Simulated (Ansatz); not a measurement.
`N[SiH2][SiH2]C=O`. Charge 0, multiplicity 1. The geometry is a stationary point of PBE0-D4/def2-TZVP. It is one conformer, not always the lowest.

```xyz
12

N    -0.349   -1.523    1.866
Si    0.613   -0.744    0.669
Si   -0.722    0.802   -0.488
C     0.334    1.556   -1.915
O     0.400    1.051   -3.007
H    -1.201   -1.990    1.601
H     0.101   -2.005    2.628
H     1.711   -0.033    1.377
H     1.250   -1.637   -0.347
H    -1.908    0.142   -1.096
H    -1.159    1.904    0.413
H     0.929    2.477   -1.700
```

(1) What is the dipole moment at B3LYP/def2-TZVPP? (Best estimate.)

(2) And with PBE, r2SCAN, ωB97M-V? (An estimate is asked.)

(3) Give the Mulliken charges with B3LYP, PBE, ωB97M-V in def2-TZVPP. (An estimate is asked.)

## Answers

(1) The calculation gave: 3.03 D, with components (-0.47, -0.79, 2.89) D in this frame, pointing from negative to positive charge.

(2) Ansatz gave: PBE 2.91 D, r2SCAN 3.00 D, ωB97M-V 3.03 D.

(3) Ansatz gave: 
| atom | B3LYP | PBE | ωB97M-V |
| --- | --- | --- | --- |
| N1 | -0.40 | -0.38 | -0.36 |
| Si2 | 0.33 | 0.26 | 0.25 |
| Si3 | 0.20 | 0.14 | 0.13 |
| C4 | 0.06 | 0.07 | 0.04 |
| O5 | -0.25 | -0.21 | -0.25 |
| H6 | 0.14 | 0.15 | 0.12 |
| H7 | 0.14 | 0.15 | 0.12 |
| H8 | -0.07 | -0.06 | -0.03 |
| H9 | -0.08 | -0.07 | -0.04 |
| H10 | -0.06 | -0.05 | -0.01 |
| H11 | -0.07 | -0.05 | -0.02 |
| H12 | 0.06 | 0.05 | 0.08 |

B3LYP here is the variant with VWN-RPA as its local correlation; programs differ in this.
